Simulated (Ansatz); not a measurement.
Correlation energies of BrHSZn, SMILES `[SH][Zn][Br]` by basis set

```xyz
4

S     1.479   -0.727    0.145
Zn   -0.328    0.288   -0.449
Br   -2.186    1.344   -1.098
H     1.036   -0.906    1.403
```

The species carries charge 0 and has multiplicity 1. Correlated methods include outer-core shells of Br, Zn, which these sets cover unevenly. Scalar relativity is left out up to krypton. The geometry is a stationary point of PBE0-D4/def2-TZVP. It is one conformer, not always the lowest. Frozen core, restricted reference, Ansatz.

| basis | HF (Eh) | MP2 corr. |
| --- | --- | --- |
| def2-SVP | -4747.75107 | -0.72244 |
| def2-TZVPP | -4748.45232 | -1.27516 |
| def2-QZVPP | -4748.55548 | -1.65508 |

Q: Estimate the CCSD correlation energy and the (T) correction in each basis where they were run (hartree).

A: 
```json
{"basis": "def2-SVP", "CCSD corr.": "-0.71333", "(T)": "-0.01865"}
{"basis": "def2-TZVPP", "CCSD corr.": "-1.21486", "(T)": "-0.03548"}
```
